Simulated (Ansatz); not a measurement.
In2I4Cl2⁻, that is (I2In-mu-Cl)2 with one electron more. Total charge -1; doublet. Geometry PBE-D4/def2-SVP, that of the neutral singlet; atoms count from 1.

```xyz
8

In    0.471   -1.640    0.739
I     2.201   -1.543    2.774
I    -0.664   -3.794   -0.366
Cl    1.349   -0.129   -1.149
In   -0.472    1.640   -0.739
I     0.676    3.786    0.366
I    -2.208    1.553   -2.770
Cl   -1.354    0.126    1.145
```

In the def2 sets I, In take a core potential; there is no spin–orbit coupling.

Estimate the Mulliken populations from the PBE0/def2-SVP orbitals of Ansatz.


```tsv
atom	charge (e)	spin (α − β)
In1	0.46	0.27
I2	-0.33	0.10
I3	-0.33	0.10
Cl4	-0.30	0.03
In5	0.46	0.27
I6	-0.33	0.10
I7	-0.33	0.10
Cl8	-0.30	0.03
```
Mulliken values and Mayer orders depend strongly on the basis.

Where does the spin sit?

Summed by element: In 0.53, I 0.41, Cl 0.06, of 1 unpaired in all. Largest on single atoms: In5 0.27, In1 0.27, I7 0.10.

And the Mayer bond orders between bonded heavy atoms (over 0.3)?

In1–I2 0.86 (2.67 Å); In1–I3 0.86 (2.67 Å); In1–Cl4 0.53 (2.57 Å); In1–Cl8 0.53 (2.57 Å); Cl4–In5 0.53 (2.57 Å); In5–I6 0.86 (2.67 Å); In5–I7 0.86 (2.67 Å); In5–Cl8 0.53 (2.57 Å).
